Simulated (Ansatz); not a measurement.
`C[SiH2][GeH2][PH2]` at its PBE0-D4/def2-TZVP geometry, where that method's forces vanish. Total charge 0; spin multiplicity 1.

```xyz
13

C     1.5571   -0.9586    0.8457
Si    1.1153    0.7954    0.3516
Ge   -1.1959    0.9511   -0.1991
P    -1.6331   -0.5494   -1.9278
H     0.9749   -1.2765    1.7133
H     1.3557   -1.6538    0.0276
H     2.6166   -1.0327    1.1004
H     1.9050    1.2128   -0.8399
H     1.4217    1.7425    1.4598
H    -2.0856    0.6663    1.0288
H    -1.5571    2.3530   -0.7259
H    -3.0393   -0.5574   -1.7277
H    -1.4351   -1.6926   -1.1068
```

(1) What forces (eV/Å) does PBE-D4/def2-TZVPP give on these atoms in the Gaussian-basis code of Ansatz? (An estimate is asked.)

## Answers

(1) Computed: 
```
C1  -0.008  0.030 -0.009
Si2 -0.066  0.030 -0.023
Ge3  0.062  0.000  0.049
P4   0.173  0.062 -0.341
H5  -0.107 -0.065  0.162
H6  -0.039 -0.135 -0.151
H7   0.203 -0.019  0.050
H8   0.084  0.049 -0.119
H9   0.033  0.102  0.112
H10 -0.093 -0.015  0.139
H11 -0.042  0.139 -0.054
H12 -0.204 -0.016  0.053
H13  0.005 -0.161  0.131
```
